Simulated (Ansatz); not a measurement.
C₁₆H₁₀⁻, that is fluoranthene with one electron more. Charge -1, multiplicity 2. Geometry PBE-D4/def2-SVP, that of the neutral singlet; atoms count from 1.

Cartesian coordinates in Å:
```
C -1.3588 -0.2471 3.5025
C -1.9692 -1.3639 2.9045
C -1.7373 -1.6727 1.5511
C -0.8876 -0.8492 0.8039
C -0.2646 0.2919 1.4144
C -0.5026 0.5886 2.7612
C 0.5653 0.9600 0.3950
C 1.3901 2.0794 0.3650
C 2.0446 2.4168 -0.8578
C 1.8923 1.6648 -2.0224
C 1.0513 0.5090 -2.0243
C 0.7767 -0.3740 -3.1143
C -0.0752 -1.4636 -2.9341
C -0.7043 -1.7476 -1.6847
C -0.4558 -0.9072 -0.6048
C 0.4162 0.2016 -0.8012
H -1.5543 -0.0231 4.5620
H -2.6353 -2.0042 3.5024
H -2.2189 -2.5484 1.0897
H -0.0286 1.4611 3.2362
H 1.5464 2.7071 1.2557
H 2.6976 3.3029 -0.8761
H 2.4174 1.9609 -2.9438
H 1.2400 -0.1917 -4.0963
H -0.2763 -2.1305 -3.7864
H -1.3689 -2.6209 -1.5975
```

The highest occupied level of the charge -1 doublet lies above zero (up to 0.80 eV). By energy differences its removal costs 0.67 eV (vertical, to the charge 0 singlet, at PBE0-D4/def2-SVP); self-interaction error and the lack of diffuse functions both raise the level.

Estimate the Mulliken populations from the PBE0/def2-SVP orbitals of Ansatz.


```tsv
atom	charge (e)	spin (α − β)
C1	-0.05	0.06
C2	-0.05	0.06
C3	-0.06	-0.03
C4	0.00	0.10
C5	0.00	0.10
C6	-0.06	-0.03
C7	0.06	0.08
C8	-0.12	0.18
C9	-0.02	-0.07
C10	-0.10	0.27
C11	0.08	-0.12
C12	-0.10	0.27
C13	-0.02	-0.07
C14	-0.12	0.18
C15	0.06	0.08
C16	-0.09	-0.02
H17	-0.03	0.00
H18	-0.03	0.00
H19	-0.04	0.00
H20	-0.04	0.00
H21	-0.05	-0.01
H22	-0.03	0.00
H23	-0.05	-0.01
H24	-0.05	-0.01
H25	-0.03	0.00
H26	-0.05	-0.01
```
Mulliken values and Mayer orders depend strongly on the basis.

Where does the spin sit?

Summed by element: C 1.05, H -0.05, of 1 unpaired in all. Largest on single atoms: C10 0.27, C12 0.27, C8 0.18.

And the Mayer bond orders between bonded heavy atoms (over 0.3)?

C1–C2 1.32 (1.41 Å); C1–C6 1.40 (1.41 Å); C2–C3 1.40 (1.41 Å); C3–C4 1.37 (1.40 Å); C4–C5 1.23 (1.44 Å); C4–C15 1.11 (1.47 Å); C5–C6 1.37 (1.40 Å); C5–C7 1.11 (1.47 Å); C7–C8 1.33 (1.39 Å); C7–C16 1.26 (1.42 Å); C8–C9 1.36 (1.43 Å); C9–C10 1.39 (1.39 Å); C10–C11 1.23 (1.43 Å); C11–C12 1.23 (1.43 Å); C11–C16 1.28 (1.41 Å); C12–C13 1.39 (1.39 Å); C13–C14 1.36 (1.43 Å); C14–C15 1.33 (1.39 Å); C15–C16 1.26 (1.42 Å).
